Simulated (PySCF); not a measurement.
C₅H₆BN. Atoms are numbered in the order given.

```xyz
13

C      0.3405    -2.9468     0.0000
C      0.0233    -1.7725     0.0000
C     -0.2904    -0.3921     0.0000
C     -1.4823     0.2723     0.0000
C     -1.0120     1.7230     0.0000
B      0.4346     1.0049     0.0000
N      1.7559     1.4273     0.0000
H      0.6082    -3.9860     0.0000
H     -2.5057    -0.1281     0.0000
H     -1.3026     2.3056     0.8927
H     -1.3026     2.3056    -0.8927
H      2.5363     0.7802     0.0000
H      2.0271     2.4034     0.0000
```

The structure is a stationary point at B3LYP-D3(BJ)/def2-SVP. The structure was generated by enumeration, and PubChem lists no compound with its InChIKey, so it may never have been made. Other conformers were not sampled.

Level of theory: TDA-ωB97X/def2-SVPD run with PySCF.

Vertical excitations. Isolated molecule, no solvent. State labels are in the subgroup Cs.

```
state  symmetry  energy (eV)  λ (nm)      f                                                                  main pairs
-----  --------  -----------  ------  -----  --------------------------------------------------------------------------
S1           A"         5.20     239  0.000                                                            HOMO−1→LUMO 89 %
S2           A'         5.66     219  0.252                                                              HOMO→LUMO 78 %
S3           A"         6.31     196  0.000                         HOMO→LUMO+5 37 %, HOMO→LUMO+2 33 %, HOMO→LUMO+4 9 %
S4           A"         6.42     193  0.000                                                            HOMO−3→LUMO 90 %
S5           A'         6.72     185  0.078                      HOMO→LUMO+3 56 %, HOMO−4→LUMO 12 %, HOMO−1→LUMO+5 10 %
S6           A"         6.82     182  0.000                                        HOMO−5→LUMO 65 %, HOMO−1→LUMO+3 26 %
S7           A"         6.99     177  0.012                                                            HOMO→LUMO+1 74 %
S8           A'         7.69     161  0.071                  HOMO−1→LUMO+1 58 %, HOMO−1→LUMO+2 17 %, HOMO−1→LUMO+4 15 %
S9           A"         7.73     160  0.006      HOMO→LUMO+2 32 %, HOMO−2→LUMO+1 30 %, HOMO→LUMO+4 9 %, HOMO→LUMO+5 6 %
S10          A"         7.74     160  0.001                      HOMO−1→LUMO+3 44 %, HOMO−5→LUMO 27 %, HOMO−6→LUMO 15 %
T1           A'         3.37     368      0                                                              HOMO→LUMO 91 %
T2           A"         4.85     256      0                                                            HOMO−1→LUMO 85 %
T3           A'         5.35     232      0   HOMO→LUMO+3 23 %, HOMO−4→LUMO 21 %, HOMO−1→LUMO+5 17 %, HOMO−1→LUMO+2 8 %
T4           A'         5.80     214      0  HOMO−1→LUMO+5 29 %, HOMO→LUMO+3 16 %, HOMO−1→LUMO+2 15 %, HOMO−4→LUMO 11 %
```
Triplets are in the Tamm–Dancoff approximation.
